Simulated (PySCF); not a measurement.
Compound: C5H5NS.
Atom-mapped SMILES: `[CH2:1]=[CH:2][c:3]1[cH:4][n:5][cH:6][s:7]1` (hydrogens: H8, H9 on C1; H10 on C2; H11 on C4; H12 on C6)

All values: CAM-B3LYP/def2-SVPD (PySCF, non-relativistic), on one gas-phase PBE0-D3(BJ)/def2-SVP geometry that isn't relaxed in the solvent. The solvent is an IEF-PCM continuum (van der Waals radii × 1.2). The model holds no explicit solvent molecules, cavitation or dispersion.

Gas phase at CAM-B3LYP/def2-SVPD: HOMO -7.96 eV, LUMO -0.58 eV, dipole 1.61 D.

Problem. What does the continuum do to the energy, the frontier levels and the dipole at CAM-B3LYP/def2-SVPD in benzene and methanol?

Solution. 
| solvent | ε | E(solvent) − E(gas) (kcal/mol) | polarisation term (kcal/mol) | distortion of the solute (kcal/mol) | HOMO (eV) | LUMO (eV) | dipole (D) |
| --- | --- | --- | --- | --- | --- | --- | --- |
| benzene | 2.271 | -2.19 | -2.34 | 0.15 | -7.90 | -0.53 | 1.89 |
| methanol | 32.61 | -5.00 | -5.84 | 0.84 | -7.89 | -0.51 | 2.27 |

The polarisation term is half the interaction of the solute with the surface charges that it induces; the rest is the cost of distorting the solute's density. The sum is the electrostatic part of solvation alone. From benzene to methanol the lowering changes by a factor 2.29, Onsager's factor (ε − 1)/(2ε + 1) by 2.08 and ε itself by 14.4.

Problem. Which radius a makes the point-dipole formula ΔE = −[(ε − 1)/(2ε + 1)]·μ²/a³ give the value in methanol, with the gas-phase dipole?

Solution. μ = 0.633 au and |ΔE| = 0.00797 Eh give a = 1.53 Å; the farthest nucleus lies 3.51 Å from the centroid of the nuclei, so such a sphere wouldn't even hold the nuclei. The formula assumes a rigid point dipole at the centre of a sphere.

Problem. How does the static polarisability (CAM-B3LYP/def2-SVPD, frozen core, with the continuum's full static response) change?

Solution. 
```csv
medium,isotropic (au),principal values (au),⟨r²⟩ of the electrons (bohr²)
gas,85.8,"51.0, 85.5, 120.8",845.7
benzene,100.4,"57.9, 100.1, 143.0",845.5
methanol,121.9,"71.3, 121.3, 173.2",845.1
```

The isotropic value in methanol is 1.42 times the gas-phase one; no cavity-field correction is applied. ⟨r²⟩ is taken about the centre of nuclear charge.

The values belong to the conformer `[CH2:1]=[CH:2][c:3]1[cH:4][n:5][cH:6][s:7]1`: C1–C2–C3–C4 180°.
